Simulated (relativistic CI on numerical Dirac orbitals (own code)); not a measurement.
## Slater and spin-orbit integrals, Tl35+

Method of calculation: Dirac-Coulomb-Breit CI, orbitals from a KLI potential per configuration, model QED (radiative potential, 1s self-energy scaled to tabulated hydrogen-like ionisation energies), unscaled Slater integrals (own radial code, finite nucleus).

Slater integrals F^k, G^k are unscaled and averaged over j, outside the closed core [Ar] 3d10; ζ comes from projecting the Hamiltonian with its Breit term on Σ l·s of the shell.

- 4s2.4p6.4d9.4f: ζ(4d) = 86550, F^2(4d,4f) = 259850, F^4(4d,4f) = 169080, G^1(4d,4f) = 268430, G^3(4d,4f) = 184710, G^5(4d,4f) = 135610, ζ(4f) = 16016 cm⁻¹; <r>(4d) = 0.3879, <r^2>(4d) = 0.1721, <r>(4f) = 0.3655, <r^2>(4f) = 0.1521 (bohr units).
- 4s2.4p5.4d10.4f: ζ(4p) = 720540, F^2(4p,4f) = 264750, G^2(4p,4f) = 212240, G^4(4p,4f) = 155240, ζ(4f) = 15963 cm⁻¹; <r>(4p) = 0.3832, <r^2>(4p) = 0.1665, <r>(4f) = 0.3656, <r^2>(4f) = 0.1522 (bohr units).
- 4s.4p6.4d10.4f: G^3(4s,4f) = 189010, ζ(4f) = 16142 cm⁻¹; <r>(4s) = 0.3684, <r^2>(4s) = 0.1528, <r>(4f) = 0.3654, <r^2>(4f) = 0.152 (bohr units).

Averages of the first 10 configurations, taken without configuration mixing, which lowers the lowest level and can move excited configurations by several eV; other configurations of the list can lie among them:

```json
{"Configuration": "4s2.4p6.4d10", "Parity": "even", "States": "1", "Average energy above the lowest level (eV)": "0.1"}
{"Configuration": "4s2.4p6.4d9.4f", "Parity": "odd", "States": "140", "Average energy above the lowest level (eV)": "250.7"}
{"Configuration": "4s2.4p5.4d10.4f", "Parity": "even", "States": "84", "Average energy above the lowest level (eV)": "522.0"}
{"Configuration": "4s.4p6.4d10.4f", "Parity": "odd", "States": "28", "Average energy above the lowest level (eV)": "740.1"}
{"Configuration": "4s2.4p6.4d9.5s", "Parity": "even", "States": "20", "Average energy above the lowest level (eV)": "510.1"}
{"Configuration": "4s2.4p6.4d9.5p", "Parity": "odd", "States": "60", "Average energy above the lowest level (eV)": "599.3"}
{"Configuration": "4s2.4p6.4d9.5d", "Parity": "even", "States": "100", "Average energy above the lowest level (eV)": "710.5"}
{"Configuration": "4s2.4p5.4d10.5s", "Parity": "odd", "States": "12", "Average energy above the lowest level (eV)": "782.4"}
{"Configuration": "4p6.4d10.4f2", "Parity": "even", "States": "91", "Average energy above the lowest level (eV)": "1483.0"}
{"Configuration": "4p6.4d9.4f3", "Parity": "odd", "States": "3640", "Average energy above the lowest level (eV)": "1734.3"}
```
